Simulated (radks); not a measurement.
Species: Tm. Configuration: [Xe] 4f13 5d1 6p1 (not the ground configuration). Method: non-relativistic Kohn-Sham, PBE, spin-unpolarised, spherical densities, point nucleus; relativity is left out, which matters for an element this heavy; computed with a radial shooting solver on a logarithmic mesh with Libxc functionals.

X-ray form factor f0, the Fourier transform of the density (f0(0) = 69):

sin(theta)/lambda (1/angstrom)  f0 (electrons)
0.05                                    67.535
0.1                                     64.766
0.15                                    61.637
0.2                                     58.164
0.25                                    54.557
0.3                                     51.045
0.4                                     44.737
0.5                                     39.454
0.6                                     34.973
0.8                                     27.763
1                                       22.558
1.25                                    18.402
1.5                                     15.866
2                                       12.347
